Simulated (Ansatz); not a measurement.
```yaml
crystal:
  periodic: [false, false, false]
  atoms:
    - {symbol: F, position_ang: [-0.210911, -0.781514, 1.031016]}
    - {symbol: C, position_ang: [0.105701, -0.208401, 0.754912]}
    - {symbol: F, position_ang: [0.746819, -0.581283, -0.009464]}
    - {symbol: O, position_ang: [-0.257831, 0.554627, 0.428113]}
    - {symbol: Ga, position_ang: [-0.418571, 0.159539, -0.759706]}
    - {symbol: H, position_ang: [0.754478, 0.077643, 1.122446]}
    - {symbol: H, position_ang: [0.294638, 0.894834, -1.218570]}
    - {symbol: H, position_ang: [-0.947756, -0.333385, -1.011466]}
basis:
  gaussian: {orbitals: def2-TZVP, fitting: {mean_field: def2-universal-jkfit}, point_charges: [{charge: 0.50, position_ang: [5.232, 0.980, 0.664]}]}
magnetization: {spin_polarized: true, initial_magnetization: 2}
hamiltonian: {xc: {name: SVWN5}}
accuracy: high
output: {forces: true}
```

```sh
$ ansatz run in.yaml --threads 4 --pin off --events-out ev --progress --plain --max-ram 10444MiB
```

Shortened log:

```
Functional definition: SVWN5
626 factors; integrals over basis functions are off by at most 1.6e0 eV
mean field evaluation 1: about -60667.5837 eV, gradient 1.1e2 eV
mean field evaluation 2: about -60542.7071 eV, gradient 2.1e2 eV
mean field evaluation 4: about -60691.6106 eV, gradient 2.7e1 eV
mean field evaluation 8: about -60694.5247 eV, gradient 4.8e-1 eV
mean field evaluation 16: about -60694.5214 eV, gradient 5.8e-4 eV
mean field -60694.52137249 eV, -2230.4825202148 hartree, gradient 7.6e-8 eV, S^2 2.000739; 5 other end points of the search recorded, 0 dependent functions left out
reference -60694.52137525 eV, -2230.4825203162 hartree; 34, 32 occupied and 156, 158 virtual orbitals, 626 factors
Total energy: -60694.52137525 eV, -2230.4825203162 hartree
Atom 0 at    -0.210911    -0.781514     1.031016 Å, force  -139.686212  -236.995015   129.318337 eV/Å
Atom 1 at     0.105701    -0.208401     0.754912 Å, force   123.862009   154.337581   -60.388840 eV/Å
Atom 2 at     0.746819    -0.581283    -0.009464 Å, force    46.914418   -23.768613   -34.352910 eV/Å
Atom 3 at    -0.257831     0.554627     0.428113 Å, force   -34.968970    99.317788    26.167226 eV/Å
Atom 4 at    -0.418571     0.159539    -0.759706 Å, force    31.207474    41.304342   -36.482524 eV/Å
Atom 5 at     0.754478     0.077643     1.122446 Å, force    24.768829    12.628778    17.307309 eV/Å
Atom 6 at     0.294638     0.894834    -1.218570 Å, force    11.267952    12.241001   -10.424453 eV/Å
Atom 7 at    -0.947756    -0.333385    -1.011466 Å, force   -63.363353   -59.070583   -31.113105 eV/Å
Dipole moment:    -0.026139    -0.331398     0.839694 e Å
```

(1) Something in this input is off. What?

Results:

(1) The geometry is squeezed to about two thirds of its size. The calculation finished and met its thresholds. The result belongs to that input, not to the molecule as meant.
